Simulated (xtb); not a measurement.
Si(F)(Br)(OH)(OMe) (CH4BrFO2Si), SMILES CO[Si](Br)(O)F. All values are semi-empirical tight-binding results from xtb (GFN2-xTB unless named), good for trends rather than for accurate numbers. Geometry: GFN2-xTB. The values are those of a single conformer.

### Question
Estimate the properties. (The exact figures need the calculation; the answer reports its results.)

### Answer

The orbital gap is 7.89 eV and the zero-point energy is 37.3 kcal/mol. The G − E(el) at 298.15 K (modified RRHO) is 15.5 kcal/mol. The static polarisability (D4 model) comes out as 79.0 bohr³ and the solvation energy, GFN2-xTB/ALPB(water) is -5.1 kcal/mol. The solvation energy, GFN2-xTB/ALPB(octanol) is -6.9 kcal/mol.
